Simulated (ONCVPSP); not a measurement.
**Building the ONCV potential for Al (PBE, scalar-relativistic).**

ONCVPSP 4.0.1 input, shortened (lines: element, Z, core and valence counts, functional; n l f; lmax; l rc ep ncon nbas qcut; lloc lpopt rc5 dvloc0; l nproj debl; icmod fcfact rcfact), PBE, scalar-relativistic:

```
  Al 13.00    3    2        4      upf
    1    0    2.00
    2    0    2.00
    2    1    6.00
    3    0    2.00
    3    1    0.75
    2
    0    1.80    0.00    5    9    3.20
    1    1.60    0.00    3    6    4.20
    2    1.60    0.07    5    9    6.50
    1    5    1.60    0.00
    0    1    3.90
    1    0    1.90
    2    3    1.70
    0    0.00    0.00
```

Task: Estimate the cutoffs (Ha) at which the residual kinetic energy of the hardest occupied pseudo-wave falls to 1 and 0.1 mHa per electron.

Result: 5.6 Ha and 41 Ha. The cutoffs count occupied waves only; projector 3 of the d channel, the hardest unoccupied one, needs 26 Ha at the loose tolerance.

Task: What does a ghost test show?

Result: No bound ghost flagged; GHOST(+) flagged for s at 153.4 eV.

Task: Tests: 3s2 3p1; 3s2 3p0; 3s1 3p0; 3s1 3p2. Which has the largest error in its energy relative to the reference configuration, and how large is it?

Result: 3s1 3p0, with +18 meV (all-electron minus pseudo) on +24.13 eV.
